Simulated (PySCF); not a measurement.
Task: What does the GFN2-xTB structure of `CC(F)(F)OC1CC1` look like in three dimensions?

Result: 
Z-matrix in Å and degrees, rows numbered from 1:
```
C 
C   1  1.5144
F   2  1.3737  1  110.04
F   2  1.3752  1  109.92  3   112.45
O   2  1.3429  1  111.34  3  -124.12
C   5  1.4196  2  116.16  1  -179.01
C   6  1.4919  5  116.01  2  -157.18
C   6  1.4976  5  119.08  2   -88.31
H   1  1.0863  2  109.07  3   -57.58
H   1  1.0854  2  108.86  3    62.59
H   1  1.0854  2  108.75  3  -177.74
H   6  1.0841  5  112.60  2    59.04
H   7  1.0780  6  116.80  8  -108.08
H   7  1.0784  6  117.98  8   109.34
H   8  1.0787  6  117.92  7  -109.22
H   8  1.0785  6  117.44  7   107.82
```

The C–O distances run from 1.343 Å (C2–O5, drawn single) to 1.420 Å (O5–C6, drawn single), a spread of 0.077 Å. Of the pairs four or more bonds apart, F4···H12 is among the closest relative to their van der Waals radii: 2.48 Å, 93 % of the sum of Bondi's values. O5 (ether oxygen) is bent (angle 116.2°). The 3-membered ring C6–C7–C8 has internal angles of 59.7° to 60.2°.

The geometry is computed with GFN2-xTB (gas phase).

Point group: C1 (no symmetry element, even within 0.4 Å). Whether it is a minimum is left open (no frequencies). The numbers are those of one conformer (C1–C2–O5–C6 -179°, C2–O5–C6–C7 -157°).
